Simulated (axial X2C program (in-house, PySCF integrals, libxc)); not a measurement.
## Worked dissociation energy of KTe: CCSD(T), without spin–orbit coupling

Computed with an in-house relativistic program for diatomic molecules. Spin-free means the one-electron spin-free X2C Hamiltonian. Basis: Te dyall-cv3z [11s12p8d4f1g], K dyall-cv3z [11s12p6d3f] (cores contracted in-house); Gaussian nuclei, density fitting, unrestricted open shells. Masses: Te 129.906 u, K 38.964 u.

Molecular state: M_S = 1/2, Λ = 1 (beyond evenly filled blocks: π+α, π+β, π-α).

Correlated methods: 15 electrons correlated (number of frozen shells: Te 4 s, 3 p, 2 d; K 2 s, 1 p), 287 virtual spin orbitals or spinors in MP2, 90 natural virtuals in coupled cluster.

| Quantity | Value |
| --- | --- |
| E(Te) (2M_S = 2, M_L = 0) | -6791.055824 hartree |
| E(K) (2M_S = 1, M_L = 0) | -601.725127 hartree |
| E(KTe) at Re | -7392.858165 hartree |
| ωe | 170.5 cm⁻¹ |
| ωexe | 0.476 cm⁻¹ |

**Question.** Work out De and D0.

**Answer.** De = -6791.055824 + (-601.725127) − (-7392.858165) = 0.07722 hartree = 2.101 eV. The zero-point energy is ωe/2 − ωexe/4 = 85 cm⁻¹ = 0.011 eV, so D0 = 2.091 eV.

One determinant describes the state; a PBE0 search over occupations chose it and may have missed a lower one. Dissociation energies refer to the lowest single-determinant-based atoms at the same level and basis. CCSD and (T) use frozen natural virtuals with an MP2 correction for the truncation; (T) itself is uncorrected, so its De runs slightly low. Other states lie close and PBE0, whose exact exchange favours high spin, may order them wrongly; the determinant shown need not be the ground state. The nearest other spin-free determinant of the search, M_S = 1/2, Λ = 0, lies 0.37 eV up at the distance of the search. With the outer-core shells frozen, correlated bond lengths of heavy atoms tend to come out a few hundredths of an ångström too long. Spin-free De lacks the spin–orbit lowering of the heavy p-block atom, a tenth of an eV or more for 4p and 5p, up to an eV for 6p and one to two eV for 7p atoms, less what an open-shell molecule gains itself.

Each atomic determinant is the lowest at this level and need not be a pure term. Totals compare only within one Hamiltonian and basis.
